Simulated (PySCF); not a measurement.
## Choosing a basis for TDDFT

Compound: C2H7NSi.
SMILES with atom numbers: `[CH2:1]=[CH:2][SiH2:3][NH2:4]` (hydrogens: H5, H6 on C1; H7 on C2; H8, H9 on Si3; H10, H11 on N4)

Cartesian coordinates in Å at the PBE0-D3(BJ)/def2-SVP level; atoms count from 1:
```xyz
11
C2H7NSi angstrom
C     -2.116   -0.007   -0.438
C     -1.024    0.075    0.332
Si     0.576   -0.797   -0.077
N      1.869    0.355   -0.109
H     -3.053    0.503   -0.185
H     -2.122   -0.594   -1.364
H     -1.075    0.682    1.246
H      0.951   -1.795    0.972
H      0.319   -1.551   -1.354
H      2.825    0.029   -0.020
H      1.819    1.145   -0.744
```

TDDFT with PBE0 (PySCF), vertical singlets, core orbitals frozen in the response, spherical d and f functions. The structure is a single PBE0-D3(BJ)/def2-SVP conformer in the gas phase; no vibrational or solvent corrections.

| basis | functions | diffuse | S1 (eV) | S2 (eV) | S3 (eV) | S4 (eV) | S5 (eV) | LUMO (eV) | α (au) |
| --- | --- | --- | --- | --- | --- | --- | --- | --- | --- |
| 6-31G* | 74 | no | 5.72 | 6.92 | 7.30 | 7.38 | 7.96 | -0.06 | 48.6 |
| 6-31+G* | 90 | yes | 5.55 | 6.32 | 6.73 | 6.85 | 6.93 | -0.54 | 56.9 |
| def2-SVP | 95 | no | 5.61 | 6.80 | 7.28 | 7.33 | 7.84 | -0.27 | 51.5 |
| def2-SVPD | 140 | yes | 5.62 | 6.64 | 6.78 | 7.05 | 7.29 | -0.52 | 61.5 |
| aug-cc-pVDZ | 159 | yes | 5.50 | 6.17 | 6.64 | 6.72 | 6.84 | -0.61 | 63.4 |
| def2-TZVP | 172 | no | 5.60 | 6.63 | 6.91 | 7.02 | 7.51 | -0.51 | 58.2 |
| def2-TZVPD | 217 | yes | 5.56 | 6.46 | 6.64 | 6.90 | 7.04 | -0.60 | 62.9 |

Compare the sets with the largest diffuse one.

States are compared by their number. Against the largest diffuse basis here (def2-TZVPD, itself not a converged limit), sets without diffuse functions differ by up to 0.16 eV in S1 and 0.92 eV in S5; the smaller diffuse sets differ by up to 0.06 and 0.25 eV. State by state, the largest deviation of a set without diffuse functions is S1 0.16, S2 0.47, S3 0.65, S4 0.48, S5 0.92 eV. The same number needn't mean the same state in each row. Against def2-TZVPD the polarisability deviates by -23% in 6-31G*, -9% in 6-31+G*, -18% in def2-SVP, -2% in def2-SVPD, +1% in aug-cc-pVDZ, -7% in def2-TZVP. A single + in a Pople set puts diffuse functions on heavy atoms only.
